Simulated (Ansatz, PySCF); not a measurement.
PySCF was given this input:
```python
from pyscf import gto, scf, dft

mol = gto.M(
    atom='''
C     0.115006    0.052011   -0.053020
O     0.262587    1.216662   -0.495616
O    -1.208255   -0.243273    0.453609
H    -1.686173    0.584178    0.317914
C     0.980943   -0.979983    0.033437
H     0.680039   -1.927420    0.448958
H     1.995774   -0.876036   -0.313310
''',
    basis='def2-svpd',
    charge=-1,
    spin=0,
    verbose=4,
)

mf = dft.RKS(mol)
mf.xc = 'wb97x_v'
mf.grids.atom_grid = (99, 590)
mf.grids.prune = None
mf.kernel()
```

### Question
Write the same job for Ansatz (a program for electronic structure).

### Answer
Several could match; the one computed here: 
Ansatz 0.2 input:
```yaml
crystal:
  periodic: [false, false, false]
  atoms:
    - {symbol: C, position_ang: [0.11500632, 0.05201120, -0.05302050]}
    - {symbol: O, position_ang: [0.26258741, 1.21666153, -0.49561643]}
    - {symbol: O, position_ang: [-1.20825450, -0.24327257, 0.45360888]}
    - {symbol: H, position_ang: [-1.68617274, 0.58417768, 0.31791387]}
    - {symbol: C, position_ang: [0.98094306, -0.97998349, 0.03343690]}
    - {symbol: H, position_ang: [0.68003939, -1.92741954, 0.44895840]}
    - {symbol: H, position_ang: [1.99577385, -0.87603609, -0.31331037]}
basis:
  gaussian:
    orbitals: def2-SVPD
hamiltonian:
  xc: {name: wB97X-V}
total_charge: -1
accuracy: high
```

Both were run: PySCF gave -228.255650 Eh and Ansatz -228.255650 Eh, 0.000 mEh apart.
